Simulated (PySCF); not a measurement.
How methods differ on the ionisation energy of Kr²⁵⁺

Kr²⁵⁺ [Ne] 3s1 (2S) → Kr²⁶⁺ [Ne] (1S), as a difference of total energies. Calculation: PySCF 2.14, in an even-tempered Gaussian basis (18 s from 2.9 bohr⁻², ratio 2.5; 11 p from 3.8 bohr⁻², ratio 2.5; 5 d from 14 bohr⁻², ratio 2.7; 4 f from 22 bohr⁻², ratio 2.7); the spin-free X2C one-electron Hamiltonian (Gaussian nucleus). Correlated levels: outer shells: 1s2 frozen; virtual orbitals above 40 to 60 times the deepest correlated orbital energy dropped. The calculations carry no spin-orbit coupling.

```json
{"method": "UHF", "ionisation energy (eV)": "1204.5"}
{"method": "MP2 (outer shells)", "ionisation energy (eV)": "1205.1"}
{"method": "SCS-MP2 (outer shells)", "ionisation energy (eV)": "1205.0"}
{"method": "CCSD (outer shells)", "ionisation energy (eV)": "1205.1"}
{"method": "CCSD(T) (outer shells)", "ionisation energy (eV)": "1205.1"}
```

Breit and QED terms and the two-electron picture change are absent.

For comparison: 1205.2 eV (semi-empirical (NIST evaluation); NIST Atomic Spectra Database, ionization energies).
